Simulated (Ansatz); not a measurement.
`FC[NH][AlH][SH]` + `FC[SiH3]` → `[SiH3][AlH][SH]` + `FCNCF`  (formal exchange of groups at the Al–N bond)

Isolated molecules relaxed with PBE0-D4/def2-TZVP in Ansatz; ΔE leaves out vibrations. CBS: MP2 limit from def2 TZ/QZ plus the TZ coupled-cluster correction, frozen cores. DFT in def2-TZVPP. B3LYP here is the variant with VWN-RPA as its local correlation; programs differ in this. Each species was taken in one conformer, which may not be the lowest.

`FC[NH][AlH][SH]`:

```xyz
10

F     2.470    0.432   -0.392
C     1.486    0.583    0.593
N     0.197    0.688    0.037
Al   -0.927   -0.668   -0.214
S    -2.762   -0.241   -1.313
H     1.770    1.476    1.158
H     1.558   -0.300    1.234
H     0.017    1.602   -0.353
H    -0.592   -2.078    0.402
H    -3.217   -1.495   -1.151
```

`FC[SiH3]`:

```xyz
8

F    -0.068    1.457    1.272
C    -0.652    0.380    0.614
Si    0.579   -0.399   -0.598
H    -1.545    0.741    0.093
H    -0.977   -0.345    1.367
H    -0.102   -1.541   -1.268
H     1.772   -0.892    0.135
H     0.993    0.600   -1.615
```

`[SiH3][AlH][SH]`:

Z-matrix (Å, degrees):
```
Si
Al 1 2.447
H 1 1.491 2 110.7
H 1 1.489 2 111.9 3 120.5
H 1 1.491 2 110.9 3 -118.9
S 2 2.185 1 116.7 3 -117.9
H 2 1.585 1 125.6 3 61.9
H 6 1.344 2 94.3 1 179.7
```

`FCNCF`:

```xyz
10

F    -0.835    1.485    1.060
C    -0.049    1.221   -0.059
N     0.632   -0.006    0.000
C    -0.074   -1.208   -0.180
F    -0.866   -1.566    0.908
H     0.668    2.042   -0.131
H    -0.719    1.223   -0.923
H     1.358   -0.049    0.700
H    -0.742   -1.111   -1.040
H     0.627   -2.032   -0.334
```

```csv
level,ΔE (kJ/mol),difference from CCSD(T)/CBS
PBE-D4,68.2,-22.1
r2SCAN-D4,83.0,-7.3
PBE0-D4,71.0,-19.3
B3LYP-D4,87.3,-3.0
ωB97X-V,82.6,-7.7
ωB97M-V,92.0,1.7
B2PLYP,91.1,0.8
PBE,68.0,-22.3
r2SCAN,82.9,-7.4
PBE0,70.9,-19.4
B3LYP,86.8,-3.5
HF/def2-TZVPP,90.7,0.4
MP2/def2-TZVPP,96.2,5.9
SCS-MP2/def2-TZVPP,96.6,6.3
CCSD/def2-TZVPP,87.8,-2.5
CCSD(T)/def2-TZVPP,86.3,-4.0
HF/def2-QZVPP,92.8,2.5
MP2/def2-QZVPP,99.2,8.9
SCS-MP2/def2-QZVPP,99.5,9.2
HF/CBS(def2),93.1,2.8
MP2/CBS(def2),100.2,9.9
CCSD/CBS(def2),91.7,1.4
CCSD(T)/CBS,90.3,0
```

Largest T1 diagnostic among the species: 0.013.
